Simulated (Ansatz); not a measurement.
Gas-phase electronic energies from Ansatz, PBE0-D4/def2-TZVP geometries. CCSD(T)/CBS is the MP2 limit (def2-TZVPP, def2-QZVPP) plus CCSD(T) − MP2 in def2-TZVPP, frozen cores. Functionals use def2-TZVPP. Each species was taken in one conformer, which may not be the lowest.

`O=C=N[Si](F)(F)F` + `C[CH2][Al]([Cl])[Cl]` → `CC[Si](F)(F)F` + `O=C=[N][Al]([Cl])[Cl]`  (redistribution)

```
             level  ΔE (kJ/mol)  difference from CCSD(T)/CBS
            PBE-D4        -49.3                          2.5
         revPBE-D4        -51.1                          0.7
           BLYP-D4        -51.8                          0.0
          PBE-QIDH        -51.7                          0.1
            r2SCAN        -51.9                         -0.1
RPA@PBE/def2-TZVPP        -53.0                         -1.2
     CCSD/def2-SVP        -61.7                         -9.9
SCS-MP2/def2-TZVPP        -53.5                         -1.7
   CCSD/def2-TZVPP        -53.4                         -1.6
    CCSD/CBS(def2)        -52.1                         -0.3
       CCSD(T)/CBS        -51.8                            0
```

Largest T1 diagnostic among the species: 0.014.

Leaving LDA and LC-ωPBE aside and taking each functional with its dispersion term where it has one, the values, not all of them listed here, spread over 4.3 kJ/mol, from ωB97X-V to PBE-D4. LDA lies +3.6 kJ/mol from PBE without D4. At CCSD(T), def2-SVP lies −9.8 kJ/mol from the extrapolated value and def2-TZVPP −1.2 kJ/mol.
